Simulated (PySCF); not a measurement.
# Radial density of Nb⁺ (niobium, charge +1)

UHF, [Kr] 4d4, high-spin 5D determinant. Calculation: PySCF 2.14, in cc-pVTZ-PP with ECP28MDF (5s5p4d2f1g, 63 functions); a scalar-relativistic core potential. This is the valence pseudo-density: the core potential removes the inner electrons and smooths the orbitals near the nucleus.

```
r (bohr)  4πr²ρ (e/bohr)  4πr²(ρα − ρβ)
  0.0366       1.582e-05         0.0000
  0.0616       4.164e-05         0.0000
   0.104       0.0001605         0.0000
   0.174        0.001395         0.0003
   0.293         0.02287         0.0048
   0.493          0.6279         0.0737
   0.829           6.708         0.7315
    1.39           8.379         2.1491
    2.35           1.985         1.3703
    3.95          0.2103         0.2056
    6.64        0.004003         0.0040
```

Energies and moments cover only the electrons outside the core potential.
